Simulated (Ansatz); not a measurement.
Geometry optimisation, RKS PBE0/def2-SVP (Ansatz 0.2.0).

Input:

```yaml
crystal:
  periodic: [false, false, false]
  atoms:
    - { symbol: Ta, position_ang: [-0.412787, 0.53234, -0.167323] }
    - { symbol: O, position_ang: [2.645221, -0.409177, -0.201876] }
    - { symbol: H, position_ang: [2.901203, -0.437976, 0.72832] }
    - { symbol: F, position_ang: [0.241372, 0.622941, 1.583056] }
    - { symbol: F, position_ang: [-0.137467, 0.013807, -1.935477] }
    - { symbol: Cl, position_ang: [-2.456153, 1.48624, -0.123774] }
    - { symbol: F, position_ang: [-0.798054, -1.253512, 0.190749] }
    - { symbol: Cl, position_ang: [1.066927, 2.405269, -0.643008] }
    - { symbol: H, position_ang: [2.813637, 0.525769, -0.458768] }
basis:
  gaussian: { orbitals: def2-SVP }
hamiltonian:
  xc: pbe0
relax:
  f_tol: 0.03
  max_steps: 50
```

Command:

```bash
$ ansatz run input.yaml --threads 4 --pin off --max-ram 5120MiB --backend cpu --events-out ev --progress --plain --runs-dir out
```

Task: Where does it end, and by what steps?

Result: It converged. After 9 steps the energy has fallen by 0.696 eV; O2 moved furthest, 0.61 Å. Joined: Ta1–O2 (3.20 → 2.30 Å).

```
step  energy less start (eV)  largest force component (eV/Å)  accepted
   0                  0.0000                           1.258       yes
   1                 -0.1753                           1.331       yes
   2                 -0.3603                           1.323       yes
   3                 -0.5789                           1.202       yes
   4                 -0.6390                           1.126       yes
   5                 -0.6235                           1.202        no
   6                 -0.6905                           0.268       yes
   7                 -0.6948                           0.087       yes
   8                 -0.6952                           0.063       yes
   9                 -0.6957                           0.027       yes
```

```xyz
9
Properties=species:S:1:pos:R:3
Ta -0.104 0.530 -0.161
O 2.050 -0.286 -0.167
H 2.375 -0.415 0.736
F 0.415 0.700 1.648
F 0.090 0.080 -1.972
Cl -2.242 1.307 -0.100
F -0.432 -1.280 0.209
Cl 1.030 2.548 -0.614
H 2.682 0.301 -0.606
```

Whether the end is a true minimum wasn't checked by a vibrational analysis.

Time of the run: 37 s on 4 threads of Arm Neoverse V1, with other jobs on the host, peak memory 0.38 GiB.
